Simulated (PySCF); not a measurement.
A GIAO shielding run with PySCF 2.14 (density fitting, non-relativistic, gas phase) on SMILES N[Si](C1(C)CC1)(C)N, C5H14N2Si:

```
$ OMP_NUM_THREADS=1 python probes_run.py task.json out

{"job": {"kind": "nmr", "xc": "PBE0", "basis": "pcSseg-1"}, "charge": 0, "multiplicity": 1}
C      1.320761     1.351123    -0.879370
C      0.870326     0.248037     0.053505
Si    -0.887394    -0.421949    -0.210984
C     -2.140549     0.974029     0.126755
N     -0.885785    -1.133529    -1.789299
N     -1.378860    -1.735883     0.800494
C      1.932002    -0.707725     0.523599
C      1.388795     0.318547     1.464006
H      1.332615     0.998881    -1.909664
H      2.323114     1.693328    -0.625486
H      0.643249     2.201297    -0.817534
H     -3.157443     0.602252     0.057286
H     -2.036506     1.778766    -0.593889
H     -2.014438     1.404560     1.114767
H     -0.536510    -0.585889    -2.557875
H     -1.716451    -1.626262    -2.074107
H     -1.557358    -1.547927     1.772671
H     -0.889586    -2.610198     0.703220
H      2.938341    -0.578651     0.151718
H      1.663996    -1.741213     0.683446
H      0.753440    -0.012823     2.272398
H      2.023829     1.150614     1.733495
```

Hardware: 1 thread of an Arm Neoverse N1, shared host. The job also computes population analyses, field gradients, ring-centre shieldings.

(1) How large is the calculation?

(2) How long does it take, and how much memory does it need?

Results:

(1) 72 electrons, 213 basis functions and 1116 auxiliary functions.

(2) 74 s of wall time, with 12 SCF cycles and 4 response iterations; peak memory 1 GiB. Times on a shared host scatter by some tens of per cent.
